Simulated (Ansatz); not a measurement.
Computed with Ansatz on PBE0-D4/def2-TZVP structures; ΔE is electronic, products minus reactants. CBS: MP2 limit from def2 TZ/QZ plus the TZ coupled-cluster correction, frozen cores. This one scheme is used for every species. DFT in def2-TZVPP. B3LYP here is the variant with VWN-RPA as its local correlation; programs differ in this. One conformer a species, not always the lowest.

`CN[SiH](Cl)OC` + CH₃OH → `CO[SiH](Cl)OC` + CH₃NH₂  (ligand exchange at the Si–N bond)

`CN[SiH](Cl)OC`:

Z-matrix (Å, degrees):
```
C
N 1 1.447
H 1 1.093 2 111.0
H 1 1.096 2 113.1 3 122.1
H 1 1.093 2 109.6 3 -118.1
Si 2 1.688 1 124.0 3 144.4
H 2 1.008 1 114.5 3 -57.5
O 6 1.625 2 106.3 1 -168.1
Cl 6 2.077 2 114.6 1 73.1
H 6 1.479 2 109.6 1 -43.5
C 8 1.410 6 126.6 2 -166.3
H 11 1.095 8 111.1 6 -68.7
H 11 1.094 8 111.4 6 52.7
H 11 1.091 8 107.9 6 172.3
```

CH₃OH:

Cartesian coordinates in Å:
```
C -0.065 0.024 0.349
O 0.147 -0.612 -0.890
H -0.234 -0.762 1.087
H -0.947 0.676 0.339
H 0.803 0.613 0.672
H 0.296 0.062 -1.556
```

`CO[SiH](Cl)OC`:

Cartesian coordinates in Å:
```
C 1.793 1.666 -1.004
O 0.593 0.924 -0.972
Si 0.199 -0.169 0.152
Cl 0.276 0.674 2.030
O -1.310 -0.630 -0.199
C -2.091 -1.516 0.572
H 2.669 1.011 -1.054
H 1.882 2.309 -0.123
H 1.775 2.292 -1.897
H 1.142 -1.308 0.188
H -3.036 -1.670 0.051
H -1.596 -2.486 0.693
H -2.297 -1.098 1.562
```

CH₃NH₂:

```xyz
7

C    -0.355    0.209    0.392
N     0.773   -0.301   -0.370
H    -1.308    0.260   -0.154
H    -0.123    1.213    0.753
H    -0.509   -0.418    1.273
H     0.940    0.273   -1.187
H     0.583   -1.236   -0.706
```

```tsv
level	ΔE (kcal/mol)	difference from CCSD(T)/CBS
PBE0-D4	-8.5	1.0
B3LYP-D4	-9.5	0.0
ωB97X-V	-9.6	-0.1
ωB97M-V	-9.5	0.0
PBE	-8.6	0.9
PBE0	-8.8	0.7
B3LYP	-10.1	-0.6
HF/def2-TZVPP	-11.6	-2.1
MP2/def2-TZVPP	-9.5	0.0
SCS-MP2/def2-TZVPP	-10.0	-0.5
CCSD/def2-TZVPP	-9.9	-0.4
CCSD(T)/def2-TZVPP	-9.7	-0.2
HF/def2-QZVPP	-11.8	-2.3
SCS-MP2/def2-QZVPP	-9.9	-0.4
MP2/CBS(def2)	-9.3	0.2
CCSD/CBS(def2)	-9.7	-0.2
CCSD(T)/CBS	-9.5	0
```

Largest T1 diagnostic among the species: 0.011.

In def2-TZVPP, CCSD(T) changes the Hartree–Fock value by +1.9 kcal/mol (the triples alone add +0.2 kcal/mol) and MP2 by +2.1 kcal/mol.
